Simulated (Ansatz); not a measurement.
Molecule: CF2I (charge 0, doublet). It need not be the lowest isomer of its formula. SMILES: F[C](F)I
Coordinates optimised at B3LYP-D3(BJ)/def2-TZVP (Ansatz, a first-principles code):
```
C
F 1 1.3218
F 1 1.3218 2 109.51
I 1 2.1410 2 114.74 3 130.70
```
Charge 0, spin multiplicity 2.

Computed values are from Ansatz. Valence correlation only, unless marked. UHF or UKS for open shells. No spin-orbit coupling. The frozen core is the preceding noble-gas configuration, with the filled d and f shells of earlier blocks. Past Kr the def2 sets carry scalar-relativistic core potentials. CBS(X,Y): correlation extrapolated as X^-3; Hartree-Fock from the larger set. [CCSD(T)-MP2]/basis is that difference in the basis named.

```yaml
atomisation energy De: 1179.6 kJ/mol at RI-MP2/CBS(def2-TZVPP,def2-QZVPP)+[CCSD(T)-MP2]/def2-TZVPP
total_energy: -534.4016 Eh at RI-MP2/CBS(def2-TZVPP,def2-QZVPP)+[CCSD(T)-MP2]/def2-TZVPP
dipole_moment: 0.82 D at CCSD(T)/def2-SVPD
T1 diagnostic: 0.017 at CCSD/def2-TZVPP
```
